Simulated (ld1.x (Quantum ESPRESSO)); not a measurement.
## Li (Z = 3), RRKJ: configuration errors across variants

Li, norm-conserving RRKJ (Kleinman–Bylander form), made with ld1.x (Quantum ESPRESSO) 7.5 (LDA (PZ), scalar-relativistic). Core [He], reference 2s1 2p0. Waves: 2p (bound, empty): rc 4.20 bohr; 3d channel at -0.15 Ry: rc 3.75 bohr; 2s (bound): rc 3.35 bohr. Local part: the s channel. Core correction: a·sin(br)/r model core inside 1.60 bohr.

All-electron excitation energies from the reference (eV): (1) 2s0.5 2p0 2.045; (2) 2s0 2p1 1.754; (3) 2s1 2p0 spin -0.233; (4) 2s0.5 2p0 spin 1.953.

Spin tests fill each open shell by Hund’s rule, majority spin first.

3 further variants failed, have other tests or another functional or relativity, and are left out.

Errors AE − PS in meV (a dash: test not solved or not reliable):

```tsv
change	(1)	(2)	(3)	(4)	bound ghosts
base	+0.4	-8.3	-0.4	-0.1	none
core correction none	+5.6	-1.6	+19	+16	none
type TM	+0.4	-7.2	-0.4	-0.1	none
wave 3d channel at -0.15 Ry: rc 3.75 bohr becomes 3d channel at 0.75 Ry: rc 3.75 bohr	+0.4	-8.3	-0.4	-0.1	none
```

(1) Give the same row for: wave 2s (bound): rc 3.35 bohr becomes 2s (bound): rc 4.64 bohr.

Results:

(1) -1.9, -17, -3.8, -3.6; bound ghosts: none.
